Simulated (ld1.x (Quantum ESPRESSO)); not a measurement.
Transferability test, ultrasoft potential for Hf (Z = 72)

ld1.x (Quantum ESPRESSO) 7.5 input, shortened:

```
&input
   title='Hf', zed=72., rel=1, dft='PBE', iswitch=3,
   config='[Xe] 4f14 5d2 6s1 6p0'
 /
 &inputp
   pseudotype=3, tm=.true., lloc=-1, rcloc=1.00,
   nlcc=.true., new_core_ps=.true., rcore=0.95,
   which_augfun='PSQ', rmatch_augfun=0.85
 /
8
5S  1  0   2.00   0.00  1.50  1.65  0.0
6S  2  0   1.00   0.00  1.50  1.65  0.0
5P  2  1   6.00   0.00  1.75  1.90  0.0
6P  3  1   0.00   0.00  1.75  1.90  0.0
5D  3  2   2.00   0.00  1.55  2.00  0.0
5D  3  2   0.00  -0.30  1.55  2.00  0.0
4F  4  3  14.00   0.00  1.00  1.15  0.0
4F  4  3   0.00   2.25  1.00  1.15  0.0
 &test
   configts(1)='4f14 5s2 5p6 5d2 6s1 6p0'
 /
```

Energies are relative to the spin-unpolarised reference configuration 4f14 5s2 5p6 5d2 6s1 6p0; without spin polarisation the order of configurations can differ from experiment. The frozen-core shift is the all-electron ΔE with the core orbitals held at their reference shape minus the fully relaxed ΔE.

Its overlap operator is not positive definite in a basis up to 400 Ry (lowest eigenvalue s -0.06, p -0.10), so the file is unfit for use: the generalised eigenproblem breaks down once the basis is large enough, and its test numbers describe a broken file.

```json
{"valence configuration": "4f14 5s2 5p6 5d2 6s2 6p0", "charge": "0", "ΔE all-electron (eV)": "-7.976", "error AE − PS (meV)": "+2.9", "frozen-core shift (meV)": "-2.8"}
{"valence configuration": "4f14 5s2 5p6 5d2 6s0 6p0", "charge": "+2", "ΔE all-electron (eV)": "14.180", "error AE − PS (meV)": "-4.5", "frozen-core shift (meV)": "+4.4"}
{"valence configuration": "4f14 5s2 5p6 5d1 6s0 6p0", "charge": "+3", "ΔE all-electron (eV)": "35.974", "error AE − PS (meV)": "-6.7", "frozen-core shift (meV)": "+7.4"}
{"valence configuration": "4f14 5s2 5p6 5d0 6s0 6p0", "charge": "+4", "ΔE all-electron (eV)": "68.827", "error AE − PS (meV)": "-9.9", "frozen-core shift (meV)": "+15"}
{"valence configuration": "4f14 5s2 5p6 5d2 6s1 6p1", "charge": "0", "ΔE all-electron (eV)": "-4.150", "error AE − PS (meV)": "+1.9", "frozen-core shift (meV)": "-1.8"}
{"valence configuration": "4f13 5s2 5p6 5d2 6s2 6p0", "charge": "+1", "ΔE all-electron (eV)": "17.353", "error AE − PS (meV)": "+192", "frozen-core shift (meV)": "+40"}
{"valence configuration": "4f14 5s2 5p6 5d2 6s1.5 6p0", "charge": "+0.5", "ΔE all-electron (eV)": "-4.722", "error AE − PS (meV)": "+1.7", "frozen-core shift (meV)": "-1.5"}
```

Levels in the configuration 4f14 5s2 5p6 5d2 6s1.5 6p0:

```
level  all-electron (eV)  pseudo (eV)
   4f            -20.128      -20.127
   5s            -70.308      -70.308
   5p            -38.877      -38.876
   5d             -5.808       -5.808
   6s             -7.948       -7.948
```

A variational frozen-core shift is positive and of second order in the change. This column holds negative values, so the frozen-core run of ld1.x carries numerical noise or an error of first order here, and the column gives no more than the rough size of the effect.

The ghost test of this file was not conclusive.
